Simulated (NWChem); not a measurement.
System: diantimony (Sb2); SMILES [Sb]#[Sb]

```xyz
2

Sb     0.0000     0.0000     1.2391
Sb     0.0000     0.0000    -1.2391
```
Atoms are numbered in this order, from 1.

All runs: NWChem. Geometry: optimised at PBE0/def2-SVP. def2 effective core potentials on Sb; no spin-orbit coupling. B3LYP is NWChem's, with the RPA form of VWN correlation. Vertical excitations in the gas phase; the lowest state need not have the same character in each row.

### Question
Order these by “lowest excitation, singlet (eV)”, lowest first: B3LYP/def2-SVP, full TDDFT; PBE/def2-SVP, full TDDFT; LRC-wPBEh/def2-SVP, full TDDFT.

### Answer
LRC-wPBEh/def2-SVP, full TDDFT (1.95), B3LYP/def2-SVP, full TDDFT (2.17), PBE/def2-SVP, full TDDFT (2.37)
